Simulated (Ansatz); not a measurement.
Consider the formal exchange of groups at a C–Al bond: `[F][AlH][CH](F)[SiH3]` + `[SiH3]Cl` → `FC([SiH3])[SiH2]Cl` + `[F][AlH2]`.

Computed with Ansatz on PBE0-D4/def2-TZVP structures; ΔE is electronic, products minus reactants. CBS: MP2 limit from def2 TZ/QZ plus the TZ coupled-cluster correction, frozen cores. This one scheme is used for every species. Functionals use def2-TZVPP. B3LYP here is the variant with VWN-RPA as its local correlation; programs differ in this. One conformer a species, not always the lowest.

| level | ΔE (kcal/mol) |
| --- | --- |
| B2PLYP | 1.2 |
| B3LYP | 1.9 |
| HF/def2-TZVPP | 0.9 |
| MP2/CBS(def2) | 0.1 |

**Question.** What does CCSD(T)/CBS give? (An estimate is asked.)

**Answer.** The calculation gave: +0.4 kcal/mol. The listed levels differ from it by 0.8, 1.5, 0.5, -0.3 kcal/mol.

Largest T1 diagnostic among the species: 0.013.

The D4 term adds −1.3 kcal/mol with B3LYP and −0.7 kcal/mol with PBE0; it sums over pairs of atoms, weighted by their polarisabilities, and B3LYP, whose exchange is more repulsive, gets the larger term.
